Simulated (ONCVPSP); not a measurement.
## u(r) = r·R(r): atom against pseudo-atom (K)

Columns: radius, all-electron u(r) and pseudo u(r) of the 3s shell (level -35.34 eV) of potassium in the configuration [Ne] 3s2 3p6 4s1; PBE, scalar-relativistic, ONCV scheme, ONCVPSP 4.0.1.

| r (bohr) | all-electron | pseudo |
| --- | --- | --- |
| 0.093 | 0.0800 | 0.0806 |
| 0.185 | -0.3750 | 0.1641 |
| 0.278 | -0.4942 | 0.2549 |
| 0.370 | -0.3390 | 0.3518 |
| 0.463 | -0.0584 | 0.4556 |
| 0.555 | 0.2373 | 0.5603 |
| 0.648 | 0.4996 | 0.6630 |
| 0.740 | 0.7026 | 0.7553 |
| 0.833 | 0.8471 | 0.8334 |
| 0.925 | 0.9350 | 0.8910 |
| 1.018 | 0.9768 | 0.9263 |
| 1.110 | 0.9817 | 0.9379 |
| 1.203 | 0.9592 | 0.9273 |
| 1.295 | 0.9181 | 0.8980 |
| 1.388 | 0.8640 | 0.8532 |
| 1.480 | 0.8034 | 0.7985 |
| 1.573 | 0.7387 | 0.7370 |
| 1.665 | 0.6742 | 0.6738 |
| 1.758 | 0.6104 | 0.6104 |
| 1.850 | 0.5502 | 0.5501 |
| 1.943 | 0.4929 | 0.4929 |
| 2.035 | 0.4404 | 0.4403 |
| 2.128 | 0.3916 | 0.3915 |
| 2.220 | 0.3476 | 0.3476 |
| 2.313 | 0.3074 | 0.3074 |
| 2.405 | 0.2716 | 0.2716 |

How many radial nodes do the two functions have?

The all-electron 3s function has n − l − 1 = 2; the pseudo-wave has 0, since the states of the same l below it are removed with the core.

At about which radius was the pseudo-wave matched?

1.85 bohr. The columns agree to 0.0005 from 1.67 bohr on; several derivatives are matched, so the curves merge somewhat inside the radius.

Where does each function peak?

Outermost all-electron maximum near 1.11 bohr, pseudo maximum near 1.11 bohr (to the table’s step).

Is the pseudo-wave norm-conserving?

Yes: the ONCV scheme keeps the norm inside the radius equal to the all-electron one, which fixes the energy derivative of the logarithmic derivative at the level.
